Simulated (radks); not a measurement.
Valence configurations of Sm (all share [Xe]). All-electron calculation, scalar-relativistic Kohn-Sham, BLYP, spin-unpolarised, spherical densities, finite nucleus; Fermi nuclear charge, rms radius 5.0819 fm. Program: a radial shooting solver on a logarithmic mesh with Libxc functionals. Energies are relative to 4f6 6s2; eigenvalues in eV.

valence          E (eV)    e(4f)   e(5d)   e(6p)   e(6s)
4f6 6s2           0.000   -2.244       -       -  -3.450
4f5 5d1 6s2       2.865   -7.719  -2.578       -  -3.850
4f6 6s1 6p1       2.495   -3.532       -  -1.607  -4.211
4f5 6s2 6p1       4.910  -10.904       -  -1.987  -5.140
4f4 5d1 6s2 6p1  13.765  -17.520  -5.952  -2.082  -5.464
4f5 5d2 6s1       4.345   -6.274  -1.756       -  -3.419
4f6 6s1.5 6p0.5   1.220   -2.909       -  -1.354  -3.851
4f5.5 6s2 6p0.5   1.481   -6.326       -  -1.542  -4.313

NIST lists [Xe] 4f6 6s2 as the ground configuration; this level of theory agrees among the configurations tried. The energies are those of spherical spin-averaged densities, not of single terms. No valid solution was reached for [Xe] 4f7 6s1; [Xe] 4f7 6s0.5 6p0.5.
